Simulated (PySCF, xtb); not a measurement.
Cd(I)(SeH) (CdHISe), SMILES [SeH][Cd][I].

GFN2-xTB (xtb) at its own geometry gives an orbital gap of 3.11 eV and a dipole moment of 6.44 D.

Geometry: PBE0-D3(BJ)/def2-SVP. The structure was generated by enumeration; whether it is a known compound was not checked. The def2 effective core potentials stand for the cores of Cd, I; spin–orbit coupling is left out. The values are those of a single conformer.

Problem. What does PySCF with ωB97X/def2-TZVPD give? (An estimate is asked for; the answer gives what the named calculation found.)

Solution. gap 9.20 eV (levels -9.40 and -0.20 eV), dipole 0.77 D.
